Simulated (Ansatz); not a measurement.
Conformers of `C=C[SiH2][SiH2]Cl`, each relaxed with PBE0-D4/def2-TZVP in Ansatz. CBS adds the triple-zeta coupled-cluster correction to the MP2 limit.

Not all of them had a frequency check.

Conformer A:

Cartesian coordinates in Å:
```
C -1.379 0.601 -1.738
C -0.362 -0.160 -1.343
Si -0.255 -0.910 0.354
Si 1.419 0.163 1.593
Cl 0.929 2.165 1.751
H -2.227 0.805 -1.092
H -1.409 1.055 -2.725
H 0.462 -0.323 -2.036
H 0.083 -2.360 0.284
H -1.554 -0.740 1.058
H 2.744 0.080 0.925
H 1.549 -0.378 2.970
```

Conformer B:

Z-matrix (Å, degrees):
```
Si
C 1 1.859
Si 1 2.342 2 109.4
H 1 1.490 2 109.5 3 -120.1
H 1 1.489 2 111.4 3 118.8
C 2 1.330 1 123.3 3 115.6
H 2 1.089 1 118.2 3 -62.8
Cl 3 2.070 1 107.7 2 55.0
H 3 1.486 1 113.2 2 173.6
H 3 1.485 1 112.2 2 -62.9
H 6 1.086 2 122.0 1 -178.6
H 6 1.086 2 121.9 1 1.5
```

(1) Which is lowest in electronic energy at CCSD(T)/CBS (frozen core, def2 sets), and by how much? (An estimate is asked.)

(2) Give the energies relative to B (kJ/mol) with PBE0/def2-TZVPP, MP2/def2-TZVPP, CCSD/def2-TZVPP, CCSD(T)/def2-TZVPP, HF/def2-QZVPP, HF/CBS(def2), CCSD/CBS(def2). (An estimate is asked.)

## Answers

(1) Computed: B; A lies 0.5 kJ/mol higher. Gaps under about 2 kJ/mol don't settle the order.

(2) Ansatz gave: 
```
             level    A
   PBE0/def2-TZVPP  0.6
    MP2/def2-TZVPP  0.5
   CCSD/def2-TZVPP  0.7
CCSD(T)/def2-TZVPP  0.6
     HF/def2-QZVPP  1.0
      HF/CBS(def2)  1.0
    CCSD/CBS(def2)  0.5
```
